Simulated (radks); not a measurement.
Q: Radial electron density D(r) = 4 pi r^2 rho(r) of an atom or ion with 42 electrons. Calculated with a radial shooting solver on a logarithmic mesh with Libxc functionals: scalar-relativistic Kohn-Sham, PBE, spin-unpolarised, spherical densities, point nucleus.

```
   r/bohr * D(r) (the largest magnitude, 71.5, reaches the edge; | marks zero)
 0.001973 |  *
 0.002279 |  *
 0.002632 |   *
 0.003039 |     *
  0.00351 |      *
 0.004054 |        *
 0.004644 |          *
 0.005363 |            *
 0.006194 |               *
 0.007154 |                  *
 0.008262 |                      *
 0.009541 |                          *
  0.01093 |                              *
  0.01262 |                                  *
  0.01458 |                                     *
  0.01684 |                                        *
  0.01945 |                                          *
  0.02246 |                                           *
  0.02594 |                                           *
  0.02971 |                                         *
  0.03432 |                                       *
  0.03963 |                                     *
  0.04577 |                                     *
  0.05286 |                                      *
  0.06104 |                                         *
  0.06994 |                                             *
  0.08077 |                                                  *
  0.09328 |                                                      *
   0.1077 |                                                      *
   0.1244 |                                                  *
   0.1437 |                                            *
   0.1646 |                                       *
   0.1901 |                                   *
   0.2196 |                                    *
   0.2536 |                                       *
   0.2928 |                                          *
   0.3382 |                                          *
   0.3875 |                                    *
   0.4475 |                           *
   0.5168 |                  *
   0.5968 |            *
   0.6893 |          *
    0.796 |          *
   0.9193 |           *
    1.053 |          *
    1.216 |        *
    1.405 |     *
    1.622 |   *
    1.874 | *
    2.164 |*
    2.479 |*
    2.863 *
    3.306 *
    3.818 *
     4.41 *
    5.093 *
    5.835 *
    6.739 *
    7.782 *
```

What is the nuclear charge?

A: Z = 45. The innermost maximum, from 1s, lies near gamma/Z bohr with gamma = sqrt(1 - (Z/c)^2) = 0.945, here 0.021 bohr (found: 0.0230), and its height grows with Z. The density is that of the rhodium ion Rh3+ in [Kr] 4d5.5 5p0.5; the configuration itself is not fixed sharply by these data, and Z only to a few units. D(r) has 4 maxima, at r = 0.0230, 0.101, 0.307, 0.905 bohr, and minima at 0.0454, 0.199, 0.712 bohr, inside which lie 2.01, 11.11, 29.07 electrons.
